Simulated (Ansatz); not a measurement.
The pair A = CHN (SMILES C#N) (first 3 atoms), B = HBr (SMILES Br); geometry from B3LYP-D3(BJ)/def2-TZVP.
(charge 0, multiplicity 1):
| atom | x (Å) | y (Å) | z (Å) |
|---|---|---|---|
| C | -0.4398 | -0.0843 | -0.4579 |
| N | -0.2634 | -0.2141 | 0.6651 |
| H | -0.6044 | 0.0368 | -1.5054 |
| Br | 0.2821 | -0.6151 | 4.1304 |
| H | 0.0602 | -0.4515 | 2.7217 |

Correlated levels freeze the cores. Filled d and f shells under p-block atoms count as core.

Run with Ansatz (Gaussian basis) for Hartree–Fock, density functionals and correlated methods. Each number belongs to the level named beside it.

Total energies (hartree), monomers frozen at their geometry in the pair:

```tsv
structure	HF/aug-cc-pVDZ	B3LYP/def2-TZVPPD	MP2/aug-cc-pVTZ
AB	-2665.8655096	-2668.2606615	-2666.4929738
A in the pair's basis	-92.8885467	-93.4650329	-93.2591172
B in the pair's basis	-2572.9736965	-2574.7906181	-2573.2269215
A	-92.8881602	-93.4649476	-93.2586766
B	-2572.9735366	-2574.7904897	-2573.2265722
```

### Question
Work out the interaction energy without and with the counterpoise correction, and the superposition error, for each level.

### Answer

E(AB) − E(A) − E(B), times 627.509 kcal/mol, with the monomers in their own basis and then in the pair's basis:
- HF/aug-cc-pVDZ: -2.39 uncorrected, -2.05 corrected; the monomers gain 0.34 kcal/mol from borrowed functions
- B3LYP/def2-TZVPPD: -3.28 uncorrected, -3.14 corrected; the monomers gain 0.13 kcal/mol from borrowed functions
- MP2/aug-cc-pVTZ: -4.85 uncorrected, -4.35 corrected; the monomers gain 0.50 kcal/mol from borrowed functions

Ansatz is an electronic-structure program.
